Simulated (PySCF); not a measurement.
B(H)(SH)2 (BH3S2), SMILES SBS. The structure is a stationary point at PBE-D3(BJ)/def2-TZVP. One conformer was computed; it need not be the lowest.

Computed equilibrium geometry at PBE-D3(BJ)/def2-TZVP (PySCF confirms it by a frequency run) as Cartesian coordinates in Å, and its point group (one conformer of several):
point group C2v.
```xyz
6

B      0.0000     0.0000     0.7013
H      0.0000     0.0000     1.8966
S      0.0000     1.5435    -0.2225
H      0.0000     2.3574     0.8579
S      0.0000    -1.5435    -0.2225
H      0.0000    -2.3574     0.8579
```
